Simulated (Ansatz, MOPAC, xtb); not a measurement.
Spectroscopic constants of SbF, multiplicity 3 (the spin of the measured ground state). No spin–orbit coupling.

The constants come from a fifth-degree fit in 1/R (seven points, main isotopes). In def2 and cc sets the state is the lowest found near the PBE0 minimum, followed along R.

Codes used: Ansatz (Gaussian orbitals); MOPAC for AM1, PM3, PM6, PM7 (differences of heats of formation); xtb for the GFN methods.  In def2 rows elements past Kr take small-core potentials, without spin–orbit coupling. The GFN methods have no spin term and hold the electronic entropy of 300 K.

```tsv
level	r_e (Å)	ω_e (cm⁻¹)	B_e (cm⁻¹)	ω_e x_e (cm⁻¹)	D_e (eV)	dipole (D)
AM1	1.886	1090	0.289	10	-	-
PM3	1.951	707	0.270	3.0	-	-
PM6	2.008	570	0.255	2.1	-	-
PM7	1.947	605	0.271	1.6	-	-
GFN1-xTB	1.991	483	0.259	0.73	-	-
SVWN5/def2-TZVPP	1.918	613	0.279	2.7	5.35	2.22
PBE/def2-TZVPP	1.948	579	0.270	2.7	4.51	2.33
r2SCAN/def2-TZVPP	1.924	609	0.277	2.8	4.22	2.28
B97M-V/def2-TZVPP	1.920	610	0.278	2.8	4.36	2.32
B3LYP/def2-TZVPP	1.937	595	0.274	2.7	4.25	2.52
PBE0/def2-TZVPP	1.920	614	0.278	2.7	4.08	2.40
BHLYP/def2-TZVPP	1.910	630	0.281	2.7	3.78	2.58
CAM-B3LYP/def2-TZVPP	1.922	616	0.278	2.6	4.30	2.53
wB97X-V/def2-TZVPP	1.920	622	0.279	2.6	4.33	2.44
wB97M-V/def2-TZVPP	1.923	617	0.278	2.6	4.18	2.48
B2PLYP/def2-TZVPP	1.930	604	0.276	2.7	4.15	-
CCSD/def2-TZVPP	1.913	629	0.281	2.8	3.70	-
CCSD/def2-QZVPP	1.908	630	0.282	2.7	3.93	-
CCSD(T)/def2-TZVPP	1.919	618	0.279	2.8	3.85	-
CCSD(T)/def2-QZVPP	1.915	619	0.280	2.7	4.10	-
CCSD(T)/CBS(def2-TZVPP, def2-QZVPP)	1.913	620	0.281	2.7	-	-
```

D_e counts from each atom's lowest state at the same level, without counterpoise or zero-point energy.

Correlated levels freeze the inner cores; with def2 sets outer-core shells near the valence are correlated too. CBS: X⁻³ extrapolation of the correlation energy, Hartree–Fock from the larger set. The state reached by AM1, PM3, PM6, PM7 isn't checked; PM7 holds dispersion and hydrogen-bond terms.

Measured for the ground state: ω_e 605 cm-1, ω_e x_e 2.6 cm-1, B_e 0.2792 cm-1, α_e 0.002 cm-1 [NIST CCCBDB]. D_0 4.511 ± 0.99 eV (a handbook's tabulated 298 K bond energy less 3RT/2; such tables hold older values) [Luo, bond dissociation energies, CRC Handbook].

Ansatz is a first-principles code.
